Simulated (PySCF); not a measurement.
Iron: a sound run and one with changed settings

Sound run: Fe [Ar] 3d6 4s2, Fe⁺ [Ar] 3d6 4s1. All numbers are calculated (PySCF 2.14, the non-relativistic Hamiltonian (point nucleus), in def2-SVP (5s3p2d1f, 31 functions)). The sound run starts from symmetry-adapted Hartree-Fock orbitals and uses a fine grid where one is needed.

Changed run: radial step 0.3 in ln r (0.13 in the sound run). This setting is unsound on purpose.

```tsv
species	method	sound run (hartree)	changed run (hartree)	converged
Fe	UHF	-1262.26059	-1262.26059	yes
Fe	B3LYP	-1263.51777	-1263.51825	yes
Fe	PBE	-1263.22193	-1263.22465	yes
Fe⁺	UHF	-1262.02868	-1262.02868	yes
Fe⁺	B3LYP	-1263.22907	-1263.22955	yes
Fe⁺	PBE	-1262.94254	-1262.94514	yes
```

Ionisation energy of Fe:

| method | sound run (eV) | changed run (eV) |
| --- | --- | --- |
| UHF | 6.311 | 6.311 |
| B3LYP | 7.856 | 7.856 |
| PBE | 7.603 | 7.606 |

A coarse radial grid mis-integrates the density and the exchange-correlation energy, with errors of either sign; Hartree-Fock needs no grid.

For comparison, NIST gives 7.902 eV between the lowest levels.
